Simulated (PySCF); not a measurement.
CrNCl3 (singlet state).
SMILES: `[N]#[Cr]([Cl])([Cl])[Cl]`

The calculation used PBE0-D3(BJ)/def2-SVP geometry optimisation, gas phase (PySCF).

Masses are those of the commonest isotopes; rigid-rotor values at the optimised geometry. 

Question: Give the principal moments of inertia and the rotational constants in cm⁻¹.

Answer: Ia = 270.70, Ib = 271.67, Ic = 432.10 u·Å²; 505379 MHz·u·Å²/I gives 1867, 1860 and 1170 MHz, that is A = 0.06227, B = 0.06205, C = 0.03901 cm⁻¹.

Question: Classify the top.

Answer: An oblate symmetric top, as the point group C3v requires two equal moments; the computed ones differ by 0.36 % because the geometry is symmetric only within the optimiser's tolerance. Ray's parameter κ = (2B − A − C)/(A − C) = 0.981; −1 is the prolate and +1 the oblate limit.

Question: What does the inertial defect say?

Answer: Not planar: Δ = Ic − Ia − Ib = -110.26 u·Å². For a rigid frame Δ = −2 Σ m c², so Σ m c² = 55.13 u·Å² lies off the ab plane. The atom farthest from that plane is 1.70 Å away.

Question: Give the other two planar moments, Paa and Pbb, and the rms extents of the mass along the axes.

Answer: Paa = Σ m a² = (Ib + Ic − Ia)/2 = 216.54 and Pbb = Σ m b² = (Ia + Ic − Ib)/2 = 215.57 u·Å². With the mass M = 170.85 u, the rms extents √(P/M) along a, b and c are 1.13, 1.12, 0.57 Å.

Question: Where do the R-branch lines fall?

Answer: The dipole of 0.24 D lies along the symmetry axis, so ΔK = 0 and J+1 ← J falls at 2B(J+1) for every K: 3.73 GHz, 7.45 GHz, 11.18 GHz, 14.91 GHz, 18.64 GHz for J = 0 to 4.

Question: Estimate the classical rotational partition function at 100 K, 200 K and 298.15 K.

Answer: Point group C3v, symmetry number σ = 3; q = (√π/σ)·√((kT/h)³/(ABC)), k/h = 20836.6 MHz/K: 27900 at 100 K, 78900 at 200 K, 144000 at 298.15 K.

Stationary, but not proved a minimum. These are rigid-rotor constants of the computed structure; measured ground-state constants (B0) also hold zero-point vibration.

Hardware: an Arm Neoverse V2 with one thread, on a shared host. Cost: 41 s. These figures are those of the optimisation.
